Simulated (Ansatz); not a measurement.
Born–Oppenheimer molecular dynamics of ClGe2H7O (11 atoms, charge 0, multiplicity 1). It starts at the highest image of a converged band. Of that band: Neighbouring images differ by up to 2.1 eV, so the band resolves the path poorly. A vibrational analysis at the climbing image gives one clearly imaginary mode, 1250i cm⁻¹: a first-order saddle point.

The calculation used RKS PBE-D4/def2-SVP in Ansatz.

```
ensemble                      : NVE (velocity Verlet)
time step                     : 0.5 fs
steps asked                   : 200
starting velocities drawn for : 300 K
seed                          : 4790
```

Frames 0.5 fs apart, positions in Å, forces in eV/Å.

Velocities at 90 fs (Å/ps):

```
Ge -0.96 -3.39 -6.79
Ge 1.87 2.37 14.39
H 17.40 -5.00 -21.80
H -9.49 9.85 28.11
H 16.87 -17.71 60.53
H 14.07 -14.59 -48.15
O -4.58 -7.07 -8.04
H -7.55 0.98 -12.19
Cl -0.97 2.72 -12.01
H -15.41 34.94 12.03
H 25.39 81.62 -16.25
```

```xyz
11
Properties=species:S:1:pos:R:3:forces:R:3 time_fs=90 energy_less_start_eV=-2.027 T=2042
Ge -0.092 -0.512 -0.536 0.48 -0.99 -0.20
Ge 0.315 0.306 3.675 0.02 -0.66 0.02
H -0.124 1.782 3.589 -0.36 -0.02 -0.16
H 1.346 0.363 4.869 -0.10 -0.30 -0.42
H 0.958 -0.126 2.267 -0.21 0.16 0.83
H 1.292 0.226 -0.425 -0.47 -0.09 0.04
O -1.328 0.665 0.131 0.60 -0.88 -0.34
H -2.194 0.214 0.156 -0.13 0.07 0.02
Cl -0.346 -0.929 -2.751 -0.09 0.27 1.02
H -0.006 -2.077 0.130 -0.37 1.63 -0.49
H -0.840 -0.767 4.063 0.63 0.82 -0.31
11
Properties=species:S:1:pos:R:3:forces:R:3 time_fs=90.5 energy_less_start_eV=-2.102 T=2105
Ge -0.092 -0.513 -0.539 0.48 -0.87 -0.26
Ge 0.316 0.307 3.682 0.31 -0.36 0.07
H -0.115 1.780 3.578 -0.36 0.06 -0.16
H 1.341 0.367 4.882 -0.12 -0.30 -0.43
H 0.967 -0.134 2.298 -0.14 0.12 0.64
H 1.298 0.219 -0.450 -0.51 -0.09 0.07
O -1.330 0.662 0.127 0.64 -0.84 -0.34
H -2.198 0.214 0.150 -0.13 0.05 0.02
Cl -0.347 -0.928 -2.757 -0.10 0.25 1.04
H -0.014 -2.058 0.135 -0.35 1.51 -0.48
H -0.826 -0.725 4.054 0.30 0.48 -0.18
11
Properties=species:S:1:pos:R:3:forces:R:3 time_fs=91 energy_less_start_eV=-2.156 T=2151
Ge -0.093 -0.515 -0.542 0.46 -0.72 -0.35
Ge 0.317 0.309 3.689 0.65 0.02 0.12
H -0.108 1.778 3.566 -0.35 0.12 -0.16
H 1.336 0.371 4.895 -0.13 -0.29 -0.42
H 0.974 -0.143 2.331 -0.05 0.07 0.43
H 1.304 0.211 -0.473 -0.54 -0.09 0.11
O -1.332 0.658 0.123 0.67 -0.80 -0.33
H -2.202 0.215 0.144 -0.12 0.03 0.01
Cl -0.347 -0.926 -2.763 -0.11 0.24 1.06
H -0.023 -2.035 0.140 -0.33 1.34 -0.44
H -0.812 -0.682 4.045 -0.13 0.08 -0.03
11
Properties=species:S:1:pos:R:3:forces:R:3 time_fs=91.5 energy_less_start_eV=-2.180 T=2172
Ge -0.093 -0.517 -0.546 0.44 -0.53 -0.45
Ge 0.318 0.310 3.696 1.05 0.48 0.16
H -0.101 1.775 3.554 -0.34 0.18 -0.16
H 1.330 0.374 4.906 -0.14 -0.28 -0.41
H 0.982 -0.151 2.365 0.05 0.00 0.20
H 1.308 0.203 -0.497 -0.56 -0.07 0.15
O -1.335 0.654 0.119 0.67 -0.76 -0.33
H -2.207 0.216 0.138 -0.10 0.01 0.01
Cl -0.348 -0.925 -2.769 -0.12 0.22 1.07
H -0.033 -2.009 0.143 -0.31 1.13 -0.39
H -0.798 -0.639 4.036 -0.65 -0.38 0.15
11
Properties=species:S:1:pos:R:3:forces:R:3 time_fs=92 energy_less_start_eV=-2.170 T=2163
Ge -0.094 -0.519 -0.549 0.40 -0.30 -0.58
Ge 0.319 0.311 3.704 1.50 1.00 0.19
H -0.096 1.774 3.542 -0.31 0.22 -0.16
H 1.324 0.377 4.917 -0.14 -0.26 -0.38
H 0.990 -0.159 2.399 0.17 -0.08 -0.04
H 1.310 0.195 -0.520 -0.57 -0.06 0.19
O -1.336 0.650 0.115 0.67 -0.72 -0.32
H -2.211 0.217 0.132 -0.06 0.01 0.00
Cl -0.348 -0.923 -2.775 -0.13 0.20 1.09
H -0.043 -1.980 0.145 -0.28 0.87 -0.31
H -0.786 -0.597 4.027 -1.24 -0.88 0.33
11
Properties=species:S:1:pos:R:3:forces:R:3 time_fs=92.5 energy_less_start_eV=-2.125 T=2125
Ge -0.094 -0.520 -0.553 0.35 -0.03 -0.74
Ge 0.320 0.312 3.711 1.97 1.54 0.21
H -0.091 1.773 3.529 -0.28 0.25 -0.16
H 1.318 0.379 4.926 -0.14 -0.25 -0.35
H 0.998 -0.167 2.433 0.29 -0.16 -0.29
H 1.312 0.187 -0.543 -0.56 -0.03 0.22
O -1.338 0.646 0.110 0.65 -0.68 -0.32
H -2.216 0.217 0.126 -0.02 0.01 0.00
Cl -0.349 -0.922 -2.780 -0.13 0.18 1.10
H -0.054 -1.949 0.147 -0.26 0.55 -0.19
H -0.776 -0.557 4.020 -1.87 -1.38 0.51
11
Properties=species:S:1:pos:R:3:forces:R:3 time_fs=93 energy_less_start_eV=-2.057 T=2067
Ge -0.095 -0.522 -0.556 0.28 0.30 -0.92
Ge 0.321 0.313 3.718 2.40 2.04 0.23
H -0.086 1.772 3.516 -0.24 0.27 -0.15
H 1.312 0.380 4.935 -0.12 -0.23 -0.30
H 1.007 -0.176 2.466 0.41 -0.25 -0.54
H 1.311 0.179 -0.565 -0.53 0.00 0.26
O -1.340 0.642 0.106 0.62 -0.65 -0.31
H -2.221 0.218 0.120 0.03 0.01 -0.01
Cl -0.349 -0.920 -2.786 -0.14 0.16 1.12
H -0.066 -1.916 0.148 -0.24 0.18 -0.05
H -0.772 -0.520 4.013 -2.47 -1.81 0.67
11
Properties=species:S:1:pos:R:3:forces:R:3 time_fs=93.5 energy_less_start_eV=-1.983 T=2004
Ge -0.095 -0.524 -0.560 0.21 0.66 -1.14
Ge 0.322 0.315 3.725 2.70 2.43 0.27
H -0.083 1.772 3.503 -0.20 0.26 -0.15
H 1.305 0.381 4.943 -0.11 -0.21 -0.24
H 1.017 -0.186 2.499 0.52 -0.34 -0.75
H 1.310 0.171 -0.587 -0.49 0.03 0.29
O -1.342 0.638 0.102 0.59 -0.60 -0.31
H -2.226 0.219 0.114 0.08 0.01 -0.01
Cl -0.350 -0.919 -2.792 -0.15 0.14 1.13
H -0.078 -1.884 0.149 -0.22 -0.24 0.13
H -0.773 -0.487 4.008 -2.95 -2.13 0.79
11
Properties=species:S:1:pos:R:3:forces:R:3 time_fs=94 energy_less_start_eV=-1.921 T=1952
Ge -0.095 -0.526 -0.563 0.14 1.06 -1.38
Ge 0.324 0.316 3.732 2.81 2.66 0.31
H -0.079 1.773 3.489 -0.15 0.24 -0.14
H 1.298 0.381 4.951 -0.09 -0.19 -0.16
H 1.028 -0.196 2.529 0.61 -0.43 -0.93
H 1.308 0.163 -0.608 -0.44 0.07 0.32
O -1.343 0.633 0.097 0.56 -0.56 -0.31
H -2.231 0.220 0.108 0.13 0.00 -0.02
Cl -0.351 -0.918 -2.797 -0.15 0.12 1.13
H -0.091 -1.851 0.150 -0.20 -0.70 0.34
H -0.781 -0.460 4.005 -3.22 -2.28 0.84
11
Properties=species:S:1:pos:R:3:forces:R:3 time_fs=94.5 energy_less_start_eV=-1.888 T=1924
Ge -0.096 -0.527 -0.567 0.06 1.45 -1.64
Ge 0.325 0.318 3.740 2.68 2.70 0.36
H -0.076 1.774 3.475 -0.10 0.21 -0.12
H 1.291 0.381 4.958 -0.06 -0.17 -0.08
H 1.041 -0.207 2.557 0.67 -0.49 -1.05
H 1.304 0.155 -0.628 -0.38 0.12 0.34
O -1.345 0.629 0.093 0.54 -0.50 -0.30
H -2.235 0.221 0.102 0.17 0.00 -0.02
Cl -0.351 -0.916 -2.802 -0.16 0.10 1.14
H -0.105 -1.821 0.152 -0.18 -1.17 0.57
H -0.797 -0.438 4.004 -3.22 -2.23 0.82
11
Properties=species:S:1:pos:R:3:forces:R:3 time_fs=95 energy_less_start_eV=-1.887 T=1922
Ge -0.096 -0.529 -0.571 -0.03 1.81 -1.89
Ge 0.326 0.319 3.747 2.31 2.55 0.39
H -0.074 1.776 3.461 -0.05 0.16 -0.11
H 1.284 0.380 4.965 -0.04 -0.15 0.01
H 1.055 -0.220 2.583 0.69 -0.54 -1.11
H 1.300 0.147 -0.647 -0.30 0.16 0.36
O -1.346 0.624 0.088 0.52 -0.44 -0.30
H -2.239 0.222 0.096 0.19 -0.01 -0.03
Cl -0.352 -0.915 -2.808 -0.17 0.07 1.15
H -0.118 -1.793 0.156 -0.18 -1.61 0.79
H -0.820 -0.422 4.005 -2.94 -2.01 0.73
11
Properties=species:S:1:pos:R:3:forces:R:3 time_fs=95.5 energy_less_start_eV=-1.912 T=1943
Ge -0.097 -0.531 -0.574 -0.11 2.10 -2.11
Ge 0.328 0.321 3.754 1.76 2.26 0.40
H -0.071 1.778 3.446 -0.01 0.10 -0.09
H 1.276 0.379 4.972 -0.01 -0.13 0.10
H 1.071 -0.233 2.606 0.67 -0.56 -1.11
H 1.294 0.140 -0.666 -0.22 0.21 0.38
O -1.347 0.620 0.084 0.51 -0.37 -0.30
H -2.243 0.223 0.090 0.20 -0.03 -0.03
Cl -0.352 -0.913 -2.813 -0.17 0.05 1.15
H -0.133 -1.769 0.161 -0.17 -1.98 0.99
H -0.851 -0.410 4.007 -2.44 -1.67 0.60
```

Of the whole run (100 fs, mean temperature of the second half 1821 K): The conserved energy stayed within 0.41 meV per atom of its start (net change -0.09 meV per atom), so the integration is sound. The kinetic energy rose, since the run started high on the potential surface and went downhill. It ends in pieces (ClGeH3O + GeH4), so much of that is their flight and rotation, not heat. A run of 0.1 ps of so small a system gives no equilibrium averages. The orbitals stay closed-shell, which can raise the energy where a bond breaks towards radicals; this wasn't checked here.

Run time: 5 min on 4 threads of Arm Neoverse V1 (shared host), peak memory 0.23 GiB.
